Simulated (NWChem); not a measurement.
# C2H6BeOS; SMILES C[O][Be][S]C

```xyz
11

Be     0.2976    -0.3589    -0.0753
O      0.0394    -1.7271    -0.0351
C     -0.1780    -3.0822     0.0039
H      0.3065    -3.5406     0.8844
H     -1.2572    -3.3104     0.0587
H      0.2238    -3.5782    -0.8976
S      0.6780     1.5085    -0.1341
C     -1.0023     2.2211     0.0240
H     -1.6549     1.9198    -0.8067
H     -0.8869     3.3130    -0.0080
H     -1.4722     1.9527     0.9801
```
Atoms are numbered in this order, from 1.

Results from NWChem. Pople sets run with spherical d functions. STO-3G and 3-21G are far too small for this property and stand as cheap habits. Geometry: optimised at PBE0/def2-SVP. GIAO values for the isolated, static molecule; σ is the absolute isotropic shielding, δ = σ(reference) − σ with the isolated reference molecule computed at the same levels (13C: tetramethylsilane, 1H: tetramethylsilane, 17O: water).

```json
[
 {"level": "Hartree-Fock/6-31G*", "σ Be1 (ppm)": "111.6", "δ O2 (ppm)": "-7.1", "δ C3 (ppm)": "48.8", "δ H4 (rotor mean) (ppm)": "3.82", "σ S7 (ppm)": "828.4", "δ C8 (ppm)": "7.0", "δ H9 (rotor mean) (ppm)": "1.67"},
 {"level": "B3LYP/6-31G*", "σ Be1 (ppm)": "107.3", "δ O2 (ppm)": "20.2", "δ C3 (ppm)": "51.8", "δ H4 (rotor mean) (ppm)": "3.96", "σ S7 (ppm)": "762.6", "δ C8 (ppm)": "9.3", "δ H9 (rotor mean) (ppm)": "1.74"},
 {"level": "KT2/pcSseg-1", "σ Be1 (ppm)": "104.7", "δ O2 (ppm)": "(withheld)", "δ C3 (ppm)": "(withheld)", "δ H4 (rotor mean) (ppm)": "(withheld)", "σ S7 (ppm)": "(withheld)", "δ C8 (ppm)": "(withheld)", "δ H9 (rotor mean) (ppm)": "(withheld)"},
 {"level": "Hartree-Fock/STO-3G", "σ Be1 (ppm)": "114.8", "δ O2 (ppm)": "-37.3", "δ C3 (ppm)": "51.8", "δ H4 (rotor mean) (ppm)": "2.40", "σ S7 (ppm)": "996.2", "δ C8 (ppm)": "21.0", "δ H9 (rotor mean) (ppm)": "0.59"},
 {"level": "BHandHLYP/pcSseg-1", "σ Be1 (ppm)": "104.7", "δ O2 (ppm)": "22.0", "δ C3 (ppm)": "52.7", "δ H4 (rotor mean) (ppm)": "3.96", "σ S7 (ppm)": "754.5", "δ C8 (ppm)": "9.2", "δ H9 (rotor mean) (ppm)": "1.84"}
]
```

What belongs in the gaps?


- KT2/pcSseg-1, δ O2 (ppm): 36.2
- KT2/pcSseg-1, δ C3 (ppm): 55.9
- KT2/pcSseg-1, δ H4 (rotor mean) (ppm): 4.23
- KT2/pcSseg-1, σ S7 (ppm): 738.9
- KT2/pcSseg-1, δ C8 (ppm): 10.1
- KT2/pcSseg-1, δ H9 (rotor mean) (ppm): 1.89
